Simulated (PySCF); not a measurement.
Compound: C3H8OSi.
Structure used (GFN2-xTB), in Å, numbered top down from 1:
```xyz
13
C3H8OSi angstrom
C      0.286   -0.974    0.509
C      1.367    0.044    0.141
O      0.783    1.321    0.032
Si    -0.810    1.310   -0.337
C     -0.969   -0.590   -0.275
H      0.627   -1.988    0.298
H      0.082   -0.892    1.578
H      2.156    0.098    0.897
H      1.823   -0.213   -0.823
H     -1.531    2.023    0.712
H     -1.025    1.853   -1.675
H     -0.930   -1.016   -1.278
H     -1.866   -0.975    0.203
```

The closed-shell SCF was solved with PySCF and density fitting under several settings on one GFN2-xTB geometry (grid level 2 and gas phase unless stated).

```
       settings  basis functions  SCF cycles     E (Eh)  HOMO (eV)  LUMO (eV)  dipole (D)
  PBE0/pcSseg-1              132          12  -483.4939      -7.78       0.72        1.69
B3LYP/def2-SVPD              171          13  -483.6763      -7.60       0.20        1.64
```

Task: Estimate the rows for these settings: (1) CAM-B3LYP/aug-cc-pVDZ, energy threshold 1e-07 Eh; (2) BHandHLYP/Sadlej pVTZ, grid level 1.

Result: 
```
                                        settings  basis functions  SCF cycles     E (Eh)  HOMO (eV)  LUMO (eV)  dipole (D)
CAM-B3LYP/aug-cc-pVDZ, energy threshold 1e-07 Eh              191           8  -483.7974      -9.17       0.30        1.63
             BHandHLYP/Sadlej pVTZ, grid level 1              200          10  -483.8067      -9.21       0.22        1.62
```

Task: Over all rows, what range does the HOMO–LUMO gap span?

Result: From 7.80 eV (B3LYP/def2-SVPD) to 9.47 eV (CAM-B3LYP/aug-cc-pVDZ, energy threshold 1e-07 Eh). The functional of the narrowest has 20 % exact exchange, that of the widest range-separated exact exchange.

Task: And the dipole moment?

Result: From 1.62 D (BHandHLYP/Sadlej pVTZ, grid level 1) to 1.69 D (PBE0/pcSseg-1); the largest is 1.04 times the smallest, and the median is 1.63 D.

Cycle counts include a coarse-grid stage where the run had one.

One conformer stands for the species.
